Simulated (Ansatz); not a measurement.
```yaml
crystal:
  periodic: [false, false, false]
  atoms:
    - {symbol: C, position_ang: [-2.250943, 1.591373, 0.134906]}
    - {symbol: O, position_ang: [-1.307514, 0.684731, 0.639553]}
    - {symbol: Sc, position_ang: [0.068138, -0.449327, 1.148937]}
    - {symbol: Cl, position_ang: [0.252858, -1.245006, 3.353525]}
    - {symbol: O, position_ang: [1.387568, -0.922273, -0.102751]}
    - {symbol: C, position_ang: [2.259698, -1.205322, -1.108984]}
    - {symbol: H, position_ang: [-2.358143, 2.469838, 0.802958]}
    - {symbol: H, position_ang: [-3.207563, 1.046820, 0.094315]}
    - {symbol: H, position_ang: [-2.047479, 1.873796, -0.895983]}
    - {symbol: H, position_ang: [2.082066, -0.608988, -2.043307]}
    - {symbol: H, position_ang: [3.263648, -1.010469, -0.815180]}
    - {symbol: H, position_ang: [2.163322, -2.289827, -1.384616]}
basis:
  gaussian: {orbitals: x2c-TZVPPall, fitting: {mean_field: cc-pVTZ-jkfit}}
hamiltonian: {xc: {name: wB97X}}
```

```sh
$ ansatz run in.yaml --threads 4 --pin off --events-out ev --progress --plain --max-ram 11315MiB
```

(1) How does Ansatz answer? (Estimate.)

## Answers

(1) Ansatz gave: The input was rejected before any iteration.
```
Functional definition: wB97X
Error: <dir> the basis set cc-pVTZ-JKFIT has no functions for Sc
```
